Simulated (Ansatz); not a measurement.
Z-matrix (Å, degrees):
```
C
O 1 1.3864
H 2 0.9643 1 110.38
Si 1 1.7333 2 121.23 3 160.64
H 4 1.4684 1 117.89 2 173.54
H 4 1.4734 5 117.63 1 170.27
Si 1 1.8637 2 118.73 3 -19.60
H 7 1.4781 1 109.72 2 173.92
H 7 1.4856 8 110.01 1 -122.80
H 7 1.4889 8 110.15 9 -117.19
```
Charge 0, spin multiplicity 1.

Level of theory: frozen-core CCSD(T)/cc-pVTZ // B3LYP-D3(BJ)/def2-TZVP (Ansatz, a quantum-chemistry and plane-wave program). The restricted HF reference is unstable towards unrestricted orbitals.

```yaml
HF energy: -694.06968 Ha
MP2 correlation energy: -0.65683 Ha
```

Question: Estimate the CCSD correlation energy, the (T) correction, the total energy and the T1 diagnostic.

Answer: 
The CCSD correlation energy is -0.69998 Ha and the (T) correction comes out as -0.03067 Ha. The CCSD(T) total energy is -694.80033 Ha and the T1 diagnostic comes out as 0.015.
